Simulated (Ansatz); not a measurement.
This Ansatz (a first-principles code) input (wB97M-V/STO-3G) gives -37.34862 Eh with 5 basis functions.

Ansatz 0.2 input:
```yaml
crystal:
  periodic: [false, false, false]
  atoms:
    - {symbol: C, position_ang: [0.00000000, 0.00000000, 0.00000000]}
basis:
  gaussian:
    orbitals: STO-3G
hamiltonian:
  xc: {name: wB97M-V}
magnetization: {spin_polarized: true, initial_magnetization: 2}
scf: {lower_state_search: full}
```

Change:
```diff
- orbitals: STO-3G
+ orbitals: aug-cc-pVDZ
```

### Question
What does the run give now?

### Answer
-37.84123 Eh (wB97M-V/aug-cc-pVDZ, 23 functions), a change of -492.61 mEh.
